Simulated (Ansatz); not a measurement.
Basis-set extrapolation for C₂H₉NOSi, SMILES `CN[SiH](C)O` (PBE0-D4/def2-TZVP geometry, frozen core, the Gaussian-basis code of Ansatz). Multiplicity 1, RHF reference.

|  | def2-TZVPP | def2-QZVPP |
| --- | --- | --- |
| HF | -499.411771 | -499.431730 |
| MP2 correlation | -0.933473 | -1.000571 |
| CCSD(T) correlation | -1.015886 | not run |

Energies in hartree. Use E(X) = E(∞) + A·exp(−7.88·√X) for Hartree–Fock and E(X) = E(∞) + B·X^(−2.97) for correlation, with X = 3 and 4, and add CCSD(T) minus MP2 of the smaller set to the MP2 limit.

Q: What is the CCSD(T) energy at the basis-set limit?

A: HF limit: -499.431730 + (-0.019959) × 0.13774 = -499.43448. MP2 limit: -1.000571 + (-0.067098) × 0.74074 = -1.05027. Higher-order term: -1.015886 − (-0.933473) = -0.08241. Total: -500.56716 hartree, 366.3 kJ/mol below CCSD(T)/def2-TZVPP.
